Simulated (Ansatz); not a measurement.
`[CH3][GaH][SeH]` → `[CH2]` (triplet) + `[GaH2][SeH]` at 500 K and 1 bar (formal loss of a carbene).

Program: Ansatz. Geometries: PBE0-D4/def2-TZVP. ΔE: electronic, gas phase. CCSD(T)/CBS adds triple-zeta CCSD(T) − MP2 to the extrapolated MP2 energy (def2 sets, frozen cores). This one scheme is used for every species. Triplets are unrestricted, without spin–orbit coupling. For Ga, Se outer-core shells are correlated without core-valence functions, which leaves a few kJ/mol of doubt a bond. Scalar relativity is left out up to krypton. One conformer a species, not always the lowest.

```
          species  CCSD(T)/CBS energy (Eh)  H − E (kJ/mol)  S (J/(mol·K))
`[CH3][GaH][SeH]`              -4365.74414           173.1          402.1
`[CH2]` (triplet)                -39.09499            62.7          213.9
    `[GaH2][SeH]`              -4326.46797            84.9          327.9
```

H − E and S are ideal-gas, rigid-rotor, harmonic terms from PBE0-D4/def2-TZVP, for one conformer and one mirror image of each species, with the whole ground term of open shells counted as degenerate. 1 Eh = 2625.50 kJ/mol, R = 8.31446 J/(mol·K).

Problem. By hand: ΔE, ΔH, ΔS and ΔG.

Solution. ΔE = (-39.09499) + (-4326.46797) − (-4365.74414) = 0.18118 Eh = 475.7 kJ/mol. Δ(H − E) = 62.7 + 84.9 − 173.1 = -25.5, so ΔH = 450.2 kJ/mol. ΔS = 213.9 + 327.9 − 402.1 = 139.7 J/(mol·K). ΔG = 450.2 − 500 × (139.7)/1000 = 380.4 kJ/mol.

Problem. By hand: the equilibrium constant, and the temperature at which ΔG would vanish if ΔH and ΔS stayed fixed.

Solution. log₁₀ K = −ΔG/(RT ln 10) = -39.7. ΔG = 0 at ΔH/ΔS = 3223 K, far beyond where these terms or the molecules hold.

The number of gas molecules changes by +1, which sets the sign of ΔS. A doubt of 5 kJ/mol in ΔE shifts log₁₀ K by 0.5 here. Other conformers and mirror images would add mixing entropy, several J/(mol·K) or more a flexible species. Modes under 60 cm⁻¹, often nearly free rotors, make the harmonic entropy too high. A triplet takes part, so the spin changes. These are equilibria of isolated gas molecules and say nothing of rates. Largest T1 diagnostic: 0.012 (customary marks: 0.02 for closed shells, 0.045 for open ones).
